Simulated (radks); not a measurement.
Charge is removed step by step from the 2p down level of Sb2+, starting from [He] 2s2 2p(up 3, down 3) 3s2 3p6 3d10 4s2 4p6 4d10 5s2 5p1. All-electron calculation, scalar-relativistic Kohn-Sham, r2SCAN, spin-polarised, spherical densities, finite nucleus; open shells are filled with parallel spins first (spin-orbit coupling, left out, can overturn this in heavy ions); meta-GGA in the generalised Kohn-Sham scheme; Fermi nuclear charge, rms radius 4.6802 fm. Program: a radial shooting solver on a logarithmic mesh with Libxc functionals.

| removed (e) | E - E(0) (eV) | eigenvalue (eV) | E minus straight line (eV) |
|---|---|---|---|
| 0 | 0.000 | -4177.5 | 0.000 |
| 0.1 | 418.01 | -4190.9 | -6.057 |
| 0.2 | 837.36 | -4204.4 | -10.769 |
| 0.3 | 1258.1 | -4217.8 | -14.136 |
| 0.4 | 1680.1 | -4231.3 | -16.157 |
| 0.5 | 2103.5 | -4244.7 | -16.831 |
| 0.6 | 2528.2 | -4258.2 | -16.159 |
| 0.7 | 2954.3 | -4271.7 | -14.140 |
| 0.8 | 3381.8 | -4285.2 | -10.773 |
| 0.9 | 3810.5 | -4298.6 | -6.060 |
| 1 | 4240.7 | -4312.1 | 0.000 |

Removing the whole electron costs 4240.7 eV by Delta-SCF, against 4177.5 eV from minus the eigenvalue at the starting occupation. Slater's transition state (half an electron removed) gives 4244.7 eV. Integrating minus the eigenvalue over the occupation (Janak's theorem) gives 4244.8 eV. In this scalar-relativistic scheme the density is built from large components alone, so the theorem holds only approximately. The mean slope of the eigenvalue, de/dn, is 135 eV per electron.
